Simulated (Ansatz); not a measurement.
Ansatz (an electronic-structure program) input (MP2/STO-3G):

Ansatz 0.2 input:
```yaml
crystal:
  periodic: [false, false, false]
  atoms:
    - {symbol: Si, position_ang: [-0.00516600, 0.00120900, 0.00336700]}
    - {symbol: O, position_ang: [1.38196900, -0.56400300, -0.38810600]}
    - {symbol: F, position_ang: [-0.70509900, -0.24961000, 1.34259800]}
    - {symbol: F, position_ang: [-0.73755000, 0.87443300, -1.01424800]}
    - {symbol: H, position_ang: [2.00041200, -1.12830800, 0.10256600]}
basis:
  gaussian:
    orbitals: STO-3G
total_charge: 1
magnetization: {spin_polarized: false}
correlation: {method: mp2, electrons: outside_noble_gas}
```

Output:

```
Functional definition: HF
integrals: 0.00 GiB planned
323 factors; integrals over basis functions are off by at most 4.9e-5 eV
mean field: 0.07 GiB planned
mean field evaluation 1: about -15122.8560 eV, gradient 3.4e1 eV
mean field evaluation 2: about -15122.8975 eV, gradient 3.4e1 eV
mean field evaluation 4: about -15127.4194 eV, gradient 1.5e0 eV
mean field evaluation 8: about -15127.4312 eV, gradient 2.5e-4 eV
mean field -15127.43115125 eV, -555.9228410673 hartree, gradient 1.1e-6 eV, S^2 0.000000; 0 other end points of the search recorded, 0 dependent functions left out
8 core orbitals not correlated
reference -15127.43115125 eV, -555.9228410673 hartree; 12, 12 occupied and 5, 5 virtual orbitals, 323 factors
second order -3.31622240 eV of doubles, -0.00000000 eV of singles
Total energy: -15130.74737365 eV, -556.0447099927 hartree
```

The dipole moment of an ion depends on the origin.

The geometry given is a B3LYP-D3(BJ)/def2-TZVP minimum.
